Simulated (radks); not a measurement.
Q: Isoelectronic series with 25 electrons, all held in the configuration [Ar] 3d5 4s2, which need not be the ground one along the series. Method: Dirac Kohn-Sham, PBEsol, spin-unpolarised, spherical densities, finite nucleus; open shells fill j = l - 1/2 first; Fermi nuclear charge, rms radius of each element as measured or else 0.836 A^(1/3) + 0.57 fm; computed with a radial shooting solver on a logarithmic mesh with Libxc functionals. Total energies (hartree) and orbital eigenvalues (eV):

ion,E (hartree),4s1/2,3d5/2,3d3/2
Mn,-1157.18995,-5.1209,-6.7146,-6.8326
Zn5+,-1783.75574,-72.0070,-119.8318,-120.3603
Br10+,-2557.43149,-187.5687,-317.6223,-319.0756
Rh20+,-4556.31685,-556.1312,-945.7330,-951.8659
Sn25+,-5789.07797,-809.7963,-1373.991,-1384.699
Cs30+,-7183.8576,-1111.028,-1877.952,-1895.393
Nd35+,-8746.7348,-1461.242,-2457.524,-2484.458
Tb40+,-10484.9362,-1862.195,-3112.706,-3152.572
Yb45+,-12407.0425,-2316.009,-3843.550,-3900.555
Re50+,-14523.5353,-2825.276,-4650.145,-4729.351

Estimate the row of Zr15+.

A: E (hartree) -3480.50078; 4s1/2 -348.9501; 3d5/2 -593.4202; 3d3/2 -596.6171.
